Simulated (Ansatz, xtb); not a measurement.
Isomers of B2ClH5OSi in order of energy

8 gas-phase structures of B2ClH5OSi, found in a search over its isomers (lower ones may exist). Each was relaxed with GFN2-xTB; where two conformers were screened, the lower at r2SCAN-D4/def2-SVP//GFN2-xTB is listed:

A. `BB(Cl)O[SiH3]`, a singlet
B. `[SiH3]OBBCl`, a singlet
C. `B[SiH2]OBCl`, a singlet
D. `BO[SiH2]BCl`, a singlet
E. a singlet given by its coordinates
F. `BO[Si@H](B)Cl`, a singlet
G. `BBO[SiH2]Cl`, a singlet
H. a singlet given by its coordinates

H (Å):

```xyz
10

B     1.2169   -0.2227   -1.8514
B     0.8083   -0.6712    0.6773
Cl    2.2434   -1.1287    1.6196
O     1.0037   -0.4425   -0.5843
Si   -0.9682   -0.5699    1.5626
H     1.1286   -1.1187   -2.6105
H     1.4829    0.8680   -2.2066
H    -1.9284    0.2199    0.7795
H    -1.5841   -1.8918    1.7352
H    -0.9167    0.0337    2.8972
```

Close contacts (Å): B1–O4 1.30, B2–Cl3 1.78, B2–O4 1.30, B2–Si5 1.99, B1–H6 1.18, B1–H7 1.18, Si5–H8 1.47, Si5–H9 1.47, Si5–H10 1.47.

E (Å):

```xyz
10

B    -0.2688   -0.1306   -0.3733
B    -1.2690   -2.5425   -1.6508
Cl    0.2637   -1.6076   -1.5813
O    -2.2374   -2.0626   -0.9633
Si   -2.1575   -0.6186   -0.0020
H    -0.0892    0.8508   -1.0175
H     0.4909   -0.2111    0.5357
H    -3.3320    0.0527   -0.5842
H    -2.6435   -1.2111    1.2560
H    -1.2839   -3.5100   -2.3051
```

Close contacts (Å): B1–Cl3 1.98, B1–Si5 1.99, B2–Cl3 1.80, B2–O4 1.28, O4–Si5 1.74, B1–H6 1.19, B1–H7 1.19, B2–H10 1.17, Si5–H8 1.47, Si5–H9 1.47.

**Question.** Estimate their order in r2SCAN-D4/def2-SVP//GFN2-xTB energy at these geometries, lowest first.

**Answer.** Calculated order at r2SCAN-D4/def2-SVP//GFN2-xTB: H (0.0), E (32.4), A (65.7), C (70.5), G (74.6), D (77.9), B (81.0), F (82.8) kJ/mol. Less than 1 kcal/mol parts C and G; G and D; D and B; B and F, so the order within those pairs means little.

Energies above the lowest of each column, in kJ/mol; the last columns are at r2SCAN-D4/def2-SVP geometries and were run for some of them only (a dash: not run or not comparable):

```
structure  GFN2-xTB  HF/STO-3G  r2SCAN-D4/def2-SVP//GFN2-xTB  r2SCAN-D4/def2-SVP  CCSD(T)/def2-SVP + ΔMP2/def2-TZVPP
        H      49.5        0.0                           0.0                 0.0                                 2.6
        E       0.0       70.8                          32.4                19.5                                 0.0
        A      59.5      130.5                          65.7                56.2                                   –
        C      52.1      109.3                          70.5                   –                                   –
        G      44.5      139.8                          74.6                   –                                   –
        D      56.7      154.1                          77.9                   –                                   –
        B      56.1      157.5                          81.0                   –                                   –
        F      44.0      124.6                          82.8                   –                                   –
```

CCSD(T)/def2-SVP + ΔMP2/def2-TZVPP has E and H within 1 kcal/mol of each other at the bottom, and every level picks one of them. CCSD(T)/def2-SVP + ΔMP2/def2-TZVPP orders those it was run on as E (0.0), H (2.6) kJ/mol. Less than 1 kcal/mol parts E and H, so the order within that pair means little. Some further structures that were screened fall inside this span and aren't listed. Flexible structures stand in one conformer each, not always the lowest. Frequencies (r2SCAN-D4/def2-SVP) were run for E, H alone. The ΔMP2 step shifts differences by up to 25.8 kJ/mol, which makes them less sure. ΔMP2 is the change of the MP2 energy from the smaller to the larger basis.

Over these structures GFN2-xTB departs from r2SCAN-D4/def2-SVP//GFN2-xTB by 18.5 kJ/mol on average once a common shift is removed. A GFN2-xTB relaxation took about 0.18 s and the r2SCAN-D4/def2-SVP//GFN2-xTB energy about 1.2 s on a shared host (Ansatz 0.2.0, xtb 6.7.1).
